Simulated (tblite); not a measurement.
Compound: C₄H₈F₃P.
Bonds: C1–C2, C2–P3, P3–C4, P3–C5, C5–F6, C5–F7, C5–F8. Hydrogens: H9, H10, H11 on C1; H12, H13 on C2; H14, H15, H16 on C4.

Structure optimised with GFN2-xTB, isolated species.

What internal coordinates does the optimisation give?

```json
{"bond": "C1–C2", "length (Å)": "1.524"}
{"bond": "C2–P3", "length (Å)": "1.860"}
{"bond": "P3–C4", "length (Å)": "1.845"}
{"bond": "P3–C5", "length (Å)": "1.891"}
{"bond": "C5–F6, C5–F7, C5–F8", "length (Å)": "1.343"}
{"bond": "C1–H9, C1–H10, C1–H11", "length (Å)": "1.088"}
{"bond": "C2–H12, C2–H13", "length (Å)": "1.094"}
{"bond": "C4–H14, C4–H15, C4–H16", "length (Å)": "1.089"}
```

Bonds in one row agree within 0.01 Å and their mean is given. A selection of angles:
```json
{"angle": "C2–C1–H9", "degrees": "111.0"}
{"angle": "C2–C1–H11", "degrees": "110.2"}
{"angle": "H9–C1–H10", "degrees": "108.4"}
{"angle": "C1–C2–P3", "degrees": "110.9"}
{"angle": "C1–C2–H12", "degrees": "109.7"}
{"angle": "C1–C2–H13", "degrees": "110.6"}
{"angle": "P3–C2–H12", "degrees": "107.1"}
{"angle": "P3–C2–H13", "degrees": "109.9"}
{"angle": "H12–C2–H13", "degrees": "108.5"}
{"angle": "C2–P3–C4", "degrees": "100.7"}
{"angle": "C2–P3–C5", "degrees": "94.7"}
{"angle": "C4–P3–C5", "degrees": "95.0"}
{"angle": "P3–C4–H14", "degrees": "108.5"}
{"angle": "P3–C4–H16", "degrees": "111.6"}
{"angle": "H14–C4–H15", "degrees": "108.3"}
{"angle": "H14–C4–H16", "degrees": "109.8"}
{"angle": "P3–C5–F6", "degrees": "111.3"}
{"angle": "P3–C5–F7", "degrees": "114.4"}
{"angle": "F6–C5–F7", "degrees": "106.3"}
{"angle": "F6–C5–F8", "degrees": "107.1"}
```

Torsions: C1–C2–P3–C4 -81° (synclinal); C2–P3–C5–F6 -70° (synclinal). The mirror-image conformer, all signs reversed, is as good.

The 3 C–P bonds span 1.845 Å (P3–C4, drawn single) to 1.891 Å (P3–C5, drawn single), a spread of 0.046 Å. Of the pairs four or more bonds apart, F7···H13 is among the closest relative to their van der Waals radii: 2.53 Å, 95 % of the sum of Bondi's values. P3 (phosphine phosphorus) is pyramidal (angles 100.7°, 95.0° and 94.7°, sum 290.4°, 0.94 Å off the plane of its three neighbours).

Point group: C1 (no symmetry element, even within 0.4 Å). Its GFN2-xTB frequencies are all real (lowest 52 cm⁻¹). The numbers are those of one conformer.

All values are computed, not measured.
